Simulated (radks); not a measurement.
The nickel ion Ni2+ inside a hard spherical wall (all orbitals vanish at R), configuration held at [Ar] 3d8 and not refilled when levels cross. All-electron calculation, non-relativistic Kohn-Sham, LDA (Slater exchange, VWN5 correlation), spin-unpolarised, spherical densities, point nucleus. Program: a radial shooting solver on a logarithmic mesh with Libxc functionals. Eigenvalues in eV, with the zero of energy where the potential of the charges vanishes at infinity; a dash marks a level that is unbound or too diffuse for the functional's potential to be trusted. A positive occupied level is held by the wall or, in an anion where self-interaction has pushed it up, behind a barrier. The pressure on the wall is -dE/dV.

R (bohr)  E (hartree)  kinetic (hartree)    e(2p)    e(3s)    e(3p)    e(3d)  e(4s, empty)  e(4p, empty)  pressure (GPa)
free      -1504.59593           1502.929  -859.31  -127.14  -90.232  -28.910       -21.476       -14.946               0
15        -1504.59593           1502.929  -859.31  -127.14  -90.232  -28.910       -21.476       -14.946        < 0.0001
10        -1504.59593           1502.929  -859.31  -127.14  -90.232  -28.910       -21.476       -14.946        < 0.0001
8         -1504.59593           1502.929  -859.31  -127.14  -90.232  -28.910       -21.475       -14.935        < 0.0001
5         -1504.59494           1502.940  -859.24  -127.08  -90.173  -28.852       -21.137       -14.010           0.228
3.5       -1504.55874           1503.201  -857.91  -125.97  -89.097  -27.757       -16.991        -7.572            17.0
2         -1502.89015           1511.245  -835.72  -110.37  -73.330   -9.499        44.792        62.813            2940
